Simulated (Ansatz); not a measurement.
Steps of a relaxation of `N[Si](F)(F)Cl` with RKS PBE0-D4/def2-TZVP.

```sh
$ ansatz run in.yaml --threads 2 --pin off --events-out ev --progress --plain --max-ram 32768MiB --backend cpu
```

```yaml
crystal:
  periodic: [false, false, false]
  atoms:
    - {symbol: N, position_ang: [-0.712590, 0.525449, 0.654370]}
    - {symbol: Si, position_ang: [0.374234, -0.427837, -0.243795]}
    - {symbol: F, position_ang: [1.657959, -0.746303, 0.689389]}
    - {symbol: F, position_ang: [-0.355745, -1.813590, -0.652561]}
    - {symbol: Cl, position_ang: [1.102377, 0.371849, -1.997364]}
    - {symbol: H, position_ang: [-1.648022, 0.718562, 0.291177]}
    - {symbol: H, position_ang: [-0.357013, 1.303870, 1.213085]}
basis:
  gaussian: {orbitals: def2-TZVP}
hamiltonian: {xc: pbe0, dispersion: d4}
relax: {f_tol: 0.005, max_steps: 150}
```

Positions (Å) and forces (eV/Å) along the path, 9 of 9 steps:

```xyz
7
step=1 energy=-27352.4641 eV
N    -0.713    0.525    0.654    0.131    0.163   -0.270
Si    0.374   -0.428   -0.244    0.207   -0.815    0.329
F     1.658   -0.746    0.689   -1.177    0.283   -0.858
F    -0.356   -1.814   -0.653    0.677    1.269    0.380
Cl    1.102    0.372   -1.997   -0.230   -0.266    0.568
H    -1.648    0.719    0.291    0.597   -0.138    0.211
H    -0.357    1.304    1.213   -0.205   -0.496   -0.361
7
step=2 energy=-27352.5346 eV
N    -0.707    0.521    0.649    0.141   -0.015   -0.178
Si    0.372   -0.423   -0.244    0.086   -0.733    0.451
F     1.642   -0.739    0.677   -0.694    0.160   -0.482
F    -0.349   -1.793   -0.649    0.383    0.736    0.238
Cl    1.089    0.362   -1.968    0.006    0.023   -0.024
H    -1.632    0.711    0.289    0.135   -0.044    0.066
H    -0.354    1.292    1.199   -0.058   -0.127   -0.072
7
step=3 energy=-27352.5584 eV
N    -0.700    0.519    0.642    0.038    0.016   -0.065
Si    0.372   -0.425   -0.242   -0.041   -0.050    0.104
F     1.618   -0.737    0.671    0.027    0.003   -0.012
F    -0.343   -1.774   -0.634    0.000   -0.007   -0.029
Cl    1.089    0.365   -1.967    0.018    0.019   -0.041
H    -1.625    0.702    0.289   -0.026    0.005    0.019
H    -0.351    1.284    1.195   -0.016    0.015    0.024
7
step=4 energy=-27352.5589 eV
N    -0.699    0.521    0.640    0.033    0.014   -0.052
Si    0.372   -0.426   -0.241   -0.025   -0.008    0.046
F     1.620   -0.738    0.670    0.013    0.001   -0.004
F    -0.343   -1.775   -0.636   -0.003   -0.005   -0.014
Cl    1.090    0.364   -1.967    0.003    0.003   -0.006
H    -1.627    0.701    0.291   -0.005   -0.003    0.020
H    -0.352    1.285    1.197   -0.016   -0.003    0.010
7
step=5 energy=-27352.5596 eV
N    -0.694    0.530    0.633    0.013   -0.009   -0.012
Si    0.373   -0.426   -0.240    0.010    0.012   -0.024
F     1.621   -0.744    0.669   -0.002   -0.002    0.003
F    -0.349   -1.769   -0.639   -0.002   -0.001    0.003
Cl    1.100    0.363   -1.966   -0.002   -0.009    0.011
H    -1.634    0.684    0.307   -0.007    0.003    0.010
H    -0.355    1.295    1.192   -0.010    0.005    0.008
7
step=6 energy=-27352.5597 eV
N    -0.692    0.535    0.628   -0.017    0.000   -0.006
Si    0.374   -0.424   -0.242    0.011    0.009   -0.022
F     1.621   -0.746    0.667   -0.003   -0.001    0.006
F    -0.353   -1.765   -0.641   -0.004    0.000    0.006
Cl    1.109    0.359   -1.967   -0.005   -0.002    0.011
H    -1.640    0.672    0.319    0.023   -0.002    0.010
H    -0.358    1.300    1.190   -0.004   -0.003   -0.004
7
step=7 energy=-27352.5598 eV
N    -0.691    0.535    0.628    0.003   -0.003   -0.002
Si    0.375   -0.424   -0.243   -0.005    0.005    0.004
F     1.620   -0.748    0.668    0.001   -0.001    0.000
F    -0.355   -1.763   -0.641    0.001   -0.001    0.000
Cl    1.110    0.360   -1.966    0.001    0.000   -0.001
H    -1.640    0.668    0.322    0.001    0.000    0.001
H    -0.359    1.304    1.187   -0.001    0.000   -0.001
7
step=8 energy=-27352.5598 eV
N    -0.690    0.536    0.628   -0.001    0.001    0.001
Si    0.375   -0.423   -0.243    0.001   -0.001   -0.001
F     1.620   -0.749    0.667    0.000    0.000    0.000
F    -0.356   -1.762   -0.642    0.000    0.000    0.000
Cl    1.112    0.360   -1.965    0.000    0.000    0.000
H    -1.641    0.665    0.324    0.000   -0.001    0.000
H    -0.359    1.306    1.184    0.001    0.000    0.000
7
step=9 energy=-27352.5598 eV
N    -0.690    0.536    0.628   -0.002    0.002    0.002
Si    0.375   -0.423   -0.243    0.002   -0.003   -0.001
F     1.620   -0.751    0.667   -0.001    0.001   -0.001
F    -0.358   -1.761   -0.642    0.000    0.001    0.000
Cl    1.114    0.361   -1.964    0.000    0.000    0.000
H    -1.642    0.661    0.328    0.000    0.000    0.000
H    -0.359    1.310    1.181    0.001    0.000    0.000
```

Run time 100 s (2 threads of a server CPU on a shared host); peak host memory 0.45 GiB.
